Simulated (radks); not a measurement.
Results of a calculation; reference values are marked as such.
Trend from Zr2+ to Cd2+: ionisation energy by Delta-SCF between NIST ground configurations, and size. Code: a radial shooting solver on a logarithmic mesh with Libxc functionals. Model: scalar-relativistic Kohn-Sham, LDA (Slater exchange, Perdew-Wang correlation), spin-polarised, spherical densities, finite nucleus; open shells are filled with parallel spins first (spin-orbit coupling, left out, can overturn this in heavy ions); Fermi nuclear charge, rms radius of each element as measured or else 0.836 A^(1/3) + 0.57 fm.

Zr2+: configuration [Kr] 4d2; configuration of the ion [Kr] 4d1; IE (eV) 23.285; NIST (eV) 23.170; kind semi-emp.; outermost 4d; <r> outermost (bohr) 2.00; r at 0.001 e/bohr^3 (bohr) 3.63
Nb2+: configuration [Kr] 4d3; configuration of the ion [Kr] 4d2; IE (eV) 25.652; NIST (eV) 25.040; kind semi-emp.; outermost 4d; <r> outermost (bohr) 1.85; r at 0.001 e/bohr^3 (bohr) 3.62
Mo2+: configuration [Kr] 4d4; configuration of the ion [Kr] 4d3; IE (eV) 27.911; NIST (eV) 27.1; kind semi-emp.; outermost 4d; <r> outermost (bohr) 1.72; r at 0.001 e/bohr^3 (bohr) 3.58
Tc2+: configuration [Kr] 4d5; configuration of the ion [Kr] 4d4; IE (eV) 30.097; NIST (eV) 29.550; kind semi-emp.; outermost 4d; <r> outermost (bohr) 1.61; r at 0.001 e/bohr^3 (bohr) 3.52
Ru2+: configuration [Kr] 4d6; configuration of the ion [Kr] 4d5; IE (eV) 28.904; NIST (eV) 28.470; kind semi-emp.; outermost 4d; <r> outermost (bohr) 1.55; r at 0.001 e/bohr^3 (bohr) 3.47
Rh2+: configuration [Kr] 4d7; configuration of the ion [Kr] 4d6; IE (eV) 31.317; NIST (eV) 31.060; kind semi-emp.; outermost 4d; <r> outermost (bohr) 1.46; r at 0.001 e/bohr^3 (bohr) 3.42
Pd2+: configuration [Kr] 4d8; configuration of the ion [Kr] 4d7; IE (eV) 33.632; NIST (eV) 32.930; kind semi-emp.; outermost 4d; <r> outermost (bohr) 1.38; r at 0.001 e/bohr^3 (bohr) 3.36
Ag2+: configuration [Kr] 4d9; configuration of the ion [Kr] 4d8; IE (eV) 35.880; NIST (eV) 34.8; kind semi-emp.; outermost 4d; <r> outermost (bohr) 1.31; r at 0.001 e/bohr^3 (bohr) 3.30
Cd2+: configuration [Kr] 4d10; configuration of the ion [Kr] 4d9; IE (eV) 38.079; NIST (eV) 37.47; kind exp.; outermost 4d; <r> outermost (bohr) 1.25; r at 0.001 e/bohr^3 (bohr) 3.24

Reference values: NIST Atomic Spectra Database (exp. = measured, semi-emp. = semi-empirical, theory = theoretical value adopted there). Open shells are spherical and high-spin; term and fine-structure splittings are not resolved.
